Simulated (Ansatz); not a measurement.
Isolated molecules relaxed with PBE0-D4/def2-TZVP in Ansatz; ΔE leaves out vibrations. CCSD(T)/CBS adds triple-zeta CCSD(T) − MP2 to the extrapolated MP2 energy (def2 sets, frozen cores). Functionals use def2-TZVPP. B3LYP here is the variant with VWN-RPA as its local correlation; programs differ in this. def2 core potentials past Kr. For Te outer-core shells are correlated without core-valence functions, which leaves a few kJ/mol of doubt a bond.

Consider the redistribution: `ClB[TeH]` + `[AlH2][CH2]Cl` → `ClC[TeH]` + `[AlH2][BH]Cl`.

Question: Is it downhill or uphill in electronic energy at CCSD(T)/CBS, and by how much? (Estimate.)

Answer: Computed: Uphill: ΔE = +130.1 kJ/mol.

Question: What do these levels give: B3LYP-D4, r2SCANh-D4, B2PLYP, PBE, MP2/def2-TZVPP, MP2/def2-QZVPP? (An estimate is asked.)

Answer: The calculation gave: B3LYP-D4 130.3, r2SCANh-D4 139.4, B2PLYP 133.8, PBE 131.3, MP2/def2-TZVPP 140.5, MP2/def2-QZVPP 139.6 kJ/mol.

Largest T1 diagnostic among the species: 0.014.

In def2-TZVPP, CCSD(T) changes the Hartree–Fock value by +6.2 kJ/mol (the triples alone add +1.9 kJ/mol) and MP2 by +15.2 kJ/mol. Leaving LDA and LC-ωPBE aside and taking each functional with its dispersion term where it has one, the values, not all of them listed here, spread over 11.5 kJ/mol, from BLYP-D4 to r2SCAN0-D4. LDA lies +9.1 kJ/mol from PBE without D4.
